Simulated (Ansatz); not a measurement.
```yaml
crystal:
  periodic: [false, false, false]
  atoms:
    - {symbol: C, position_ang: [-0.616438, 2.323049, -0.839898]}
    - {symbol: C, position_ang: [-0.673115, 1.276231, -0.017505]}
    - {symbol: In, position_ang: [0.506776, -0.477255, -0.362143]}
    - {symbol: C, position_ang: [0.444630, -2.174985, 0.960053]}
    - {symbol: H, position_ang: [-1.208588, 3.224063, -0.682775]}
    - {symbol: H, position_ang: [0.026966, 2.335341, -1.717087]}
    - {symbol: H, position_ang: [-1.344567, 1.347180, 0.837593]}
    - {symbol: H, position_ang: [1.520522, -0.426573, -1.767527]}
    - {symbol: H, position_ang: [0.444335, -3.106276, 0.391571]}
    - {symbol: H, position_ang: [1.334751, -2.173572, 1.594371]}
    - {symbol: H, position_ang: [-0.435271, -2.147201, 1.603357]}
basis:
  gaussian: {orbitals: def2-mTZVPP, final_grid: {core_spheres: 1, valence_spheres: 1, degree: 3}}
hamiltonian: {xc: {name: r2SCAN}}
accuracy: high
```

```sh
$ ansatz run in.yaml --threads 4 --pin off --events-out ev --progress --plain --max-ram 10444MiB
```

Shortened log:

```
Functional definition: r2SCAN
2935 factors; integrals over basis functions are off by at most 2.0e-8 eV
mean field evaluation 1: about -8383.7287 eV, gradient 7.8e1 eV
mean field evaluation 2: about -8350.2242 eV, gradient 1.2e2 eV
mean field evaluation 4: about -8398.0113 eV, gradient 1.2e1 eV
mean field evaluation 8: about -8398.4028 eV, gradient 5.6e-1 eV
mean field evaluation 64: about -8474.8725 eV, gradient 2.5e0 eV
mean field evaluation 96: about -8475.1406 eV, gradient 9.5e-8 eV
mean field -8475.14058500 eV, -311.4556718420 hartree, gradient 9.5e-8 eV, S^2 0.000000; 15 other end points of the search recorded, 0 dependent functions left out
reference -8475.14058671 eV, -311.4556719051 hartree; 23, 23 occupied and 105, 105 virtual orbitals, 2935 factors
Total energy: -8475.14058671 eV, -311.4556719051 hartree
```

In this input the integration grid is far too coarse. The calculation finished and met its thresholds. The result belongs to that input, not to the molecule as meant.
